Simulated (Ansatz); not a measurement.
Mo₃H₆S₈⁻. Total charge -1; doublet. Geometry r2SCAN-D4/def2-SVP; atoms count from 1.

Cartesian coordinates in Å:
```
Mo -0.590 0.573 0.713
Mo 0.429 -1.695 0.519
Mo 0.792 0.180 -1.335
S -2.706 0.178 0.363
S 2.118 -1.699 -1.020
S 0.334 1.426 2.751
S -0.143 2.500 -0.781
S -1.367 -2.985 -0.058
S 1.152 -1.949 2.714
S -0.827 -0.277 -2.934
S 2.685 1.546 -1.818
H -0.860 1.934 3.147
H -1.344 2.462 -1.415
H -2.299 -1.943 -0.028
H 0.920 -0.729 3.298
H -1.932 -0.113 -2.143
H 3.637 0.592 -1.974
```

In the def2 sets Mo takes a core potential; there is no spin–orbit coupling. Single mean-field runs in def2-TZVP are fitted with def2-universal-jkfit.

Question: Estimate the Mulliken populations from the PBE0/def2-TZVP orbitals of Ansatz.

Answer: 
| atom | charge (e) | spin (α − β) | d electrons |
| --- | --- | --- | --- |
| Mo1 | 0.40 | 0.04 | 4.53 |
| Mo2 | 0.61 | 0.27 | 4.54 |
| Mo3 | 0.64 | 0.60 | 4.46 |
| S4 | -0.56 | 0.05 | – |
| S5 | -0.48 | -0.01 | – |
| S6 | -0.52 | 0.03 | – |
| S7 | -0.33 | -0.02 | – |
| S8 | -0.46 | -0.01 | – |
| S9 | -0.48 | 0.01 | – |
| S10 | -0.44 | -0.02 | – |
| S11 | -0.45 | 0.00 | – |
| H12 | 0.17 | 0.00 | – |
| H13 | 0.18 | 0.03 | – |
| H14 | 0.19 | 0.01 | – |
| H15 | 0.19 | 0.00 | – |
| H16 | 0.18 | 0.02 | – |
| H17 | 0.14 | 0.00 | – |
Mulliken values depend strongly on the basis.

Question: Where does the spin sit?

Answer: Summed by element: Mo 0.91, S 0.03, H 0.07, of 1 unpaired in all. Largest on single atoms: Mo3 0.60, Mo2 0.27, S4 0.05.

Question: And the Mayer bond orders between heavy atoms (over 0.3)?

Answer: Mo1–Mo2 1.51 (2.49 Å); Mo1–Mo3 1.21 (2.50 Å); Mo1–S4 1.84 (2.18 Å); Mo1–S6 0.95 (2.39 Å); Mo1–S7 0.74 (2.48 Å); Mo2–Mo3 0.74 (2.66 Å); Mo2–S5 1.16 (2.28 Å); Mo2–S8 1.21 (2.29 Å); Mo2–S9 1.10 (2.32 Å); Mo3–S5 1.03 (2.32 Å); Mo3–S7 0.54 (2.56 Å); Mo3–S10 1.18 (2.32 Å); Mo3–S11 1.05 (2.38 Å).
